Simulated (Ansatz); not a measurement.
Consider the formal exchange of groups at a Zn–N bond: `[NH2][Zn][NH2]` + `[AlH2][Cl]` → `[NH2][Zn][AlH][Cl]` + NH₃.

Gas-phase electronic energies from Ansatz, PBE0-D4/def2-TZVP geometries. CCSD(T)/CBS is the MP2 limit (def2-TZVPP, def2-QZVPP) plus CCSD(T) − MP2 in def2-TZVPP, frozen cores. This one scheme is used for every species. For Zn outer-core shells are correlated without core-valence functions, which leaves a few kJ/mol of doubt a bond. Scalar relativity is left out up to krypton. Each species was taken in one conformer, which may not be the lowest.

```json
{"species": "`[NH2][Zn][NH2]`", "HF/def2-TZVPP energy (Eh)": "-1889.08590"}
{"species": "`[AlH2][Cl]`", "HF/def2-TZVPP energy (Eh)": "-702.66259"}
{"species": "`[NH2][Zn][AlH][Cl]`", "HF/def2-TZVPP energy (Eh)": "-2535.53902"}
{"species": "NH₃", "HF/def2-TZVPP energy (Eh)": "-56.22104"}
```

(1) Work out ΔE.

Largest T1 diagnostic among the species: 0.015.

## Answers

(1) ΔE = (-2535.53902) + (-56.22104) − (-1889.08590) − (-702.66259) = -0.01157 Eh = -30.4 kJ/mol. CCSD(T)/CBS gives -25.6 kJ/mol.

In def2-TZVPP, CCSD(T) changes the Hartree–Fock value by +5.4 kJ/mol (the triples alone add +0.2 kJ/mol) and MP2 by +14.2 kJ/mol. Leaving LDA and LC-ωPBE aside and taking each functional with its dispersion term where it has one, the values, not all of them listed here, spread over 14.8 kJ/mol, from PBE-D4 to CAM-B3LYP-D4. LDA lies +7.6 kJ/mol from PBE without D4.
